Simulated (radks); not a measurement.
Spherical quantum dot in the effective-mass picture: electrons in a well V = -V0 / (1 + exp((r - R)/a)) with V0 = 16.9, R = 2.5, a = 0.17, all in effective atomic units (hartree* = m*/eps^2 hartree, bohr* = eps/m* bohr), one dielectric constant everywhere. Method: non-relativistic Kohn-Sham, LDA (Slater exchange, Perdew-Wang correlation), spin-polarised, spherical densities; computed with a radial shooting solver with Libxc functionals. Levels are named by radial order and angular momentum (1s, 1p, 1d, 2s, ...), and open shells are averaged over m.

N = 4, configuration 1s2 1p(up 2, down 0). This is the lowest configuration that the search found. Occupied and some empty levels:

level    occupation  eigenvalue (hartree*)  <r> (bohr*)
1s up             1                -13.961        1.316
1s down           1                -13.842        1.311
1p up             2                -13.217        1.510
1p down           0                -13.093        1.512
1d up             0                -12.216        1.643
1d down           0                -12.094        1.646
2s up             0                -11.516        1.263
2s down           0                -11.432        1.265
1f up             0                -11.001        1.745
1f down           0                -10.884        1.748

Energy (hartree*): total -58.7895, kinetic 4.2213, external -66.399, Hartree 5.0769, exchange-correlation -1.6882.
